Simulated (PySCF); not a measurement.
Ge(NH2)(SH) (GeH3NS), SMILES [NH2][Ge][SH] (connectivity only; charge and spin as stated), neutral, multiplicity 1. The structure is a stationary point at ωB97X-D3(BJ)/def2-TZVP. The values are those of a single conformer.

TDDFT-PBE0/def2-SVPD (PySCF) puts the lowest singlet excitations at 4.36, 4.82, 5.89, 6.12, 6.14, 6.30 eV.

Task: What are the lowest excitation roots from ADC(2)/aug-cc-pVDZ (PySCF)? (The exact figures need the calculation; the answer reports its results.)

Result: 4.47, 4.79, 5.80, 6.01, 6.05, 6.07 eV. S1 differs by 0.10 eV (second minus first; roots are paired by order, and the bases may differ).
